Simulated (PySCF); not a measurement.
# Dipole response of As⁺ (arsenic, charge +1)

[Ar] 3d10 4s2 4p2, high-spin 3P determinant. Computed with PySCF 2.14 in dyall-av3z, with scalar relativity by spin-free X2C-1e. Coupled (time-dependent) response in atomic units; α is the mean over directions.

```
method  mean α (bohr³)         α xx, yy, zz  C₆ (like pair)  S(−4)
  PW91           16.79  15.27, 17.55, 17.55           100.5  85.73
```

S(−4) is the Cauchy moment in α(ω) = α(0) + S(−4) ω² + …

Spin-orbit coupling is absent.

α(iu) at PW91:

```csv
u (hartree),α(iu) (bohr³)
0,16.79
0.0500,16.58
0.100,15.98
0.200,14.02
0.300,11.73
0.500,7.885
0.750,4.958
1.00,3.345
1.50,1.816
2.00,1.151
3.00,0.5951
5.00,0.2532
```

A single London oscillator, α(iu) = α/(1 + u²/ω²), gives C₆ = (3/4) ω α². Matching the computed C₆ needs ω = 4 × 100.5 / (3 × 16.79²) = 0.475 hartree.

For an ion, C₆ is the dispersion term alone; charge-induced terms of lower order in 1/R come first.

The components differ because the open shell of this determinant is not spherical; for a pure term their mean is the scalar polarisability.
